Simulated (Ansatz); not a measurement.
`N=CC(O)=C[SiH3]`, 13 atoms. The species carries charge 0 and has multiplicity 1. All runs use 4 threads of a server CPU on a shared host. Correlated methods freeze the cores.

(1) How many basis functions does each run have, and how long does it take in Ansatz? RKS BLYP-D4/def2-TZVPP energy; RKS r2SCAN0-D4/def2-TZVPP energy; RKS ωB97M-V/def2-SVP energy; RHF-MP2/def2-QZVPP energy; direct RPA on PBE orbitals/def2-TZVPP energy; RKS ωB97X-V/def2-TZVPP energy; RHF-CCSD(T)/def2-SVP energy; RKS PBE0-D4/def2-SVP energy; RKS revPBE-D4/def2-TZVPP energy; RKS PBE0-D4/def2-TZVP relaxation (19 steps); RKS PBE0-D4/def2-TZVP frequencies; RHF-CCSD(T)/def2-TZVPP energy. (An estimate is asked.)

Answers

(1) The calculation gave: Other jobs shared the machine, so times are rough.

```tsv
level	job	functions	wall time	peak host memory (GiB)
RKS PBE0-D4/def2-SVP	energy	123	1.4 s	0.31
RKS revPBE-D4/def2-TZVPP	energy	295	2.3 s	0.43
RKS BLYP-D4/def2-TZVPP	energy	295	2.6 s	0.43
RKS ωB97M-V/def2-SVP	energy	123	4.3 s	0.41
RKS r2SCAN0-D4/def2-TZVPP	energy	295	5.5 s	0.85
direct RPA on PBE orbitals/def2-TZVPP	energy	295	8 s	0.85
RKS ωB97X-V/def2-TZVPP	energy	295	8 s	1
RHF-CCSD(T)/def2-SVP	energy	123	9 s	0.77
RHF-MP2/def2-QZVPP	energy	565	41 s	4.4
RKS PBE0-D4/def2-TZVP	relaxation (19 steps)	234	67 s	0.71
RKS PBE0-D4/def2-TZVP	frequencies	234	4.1 min	0.71
RHF-CCSD(T)/def2-TZVPP	energy	295	8.9 min	3.9
```
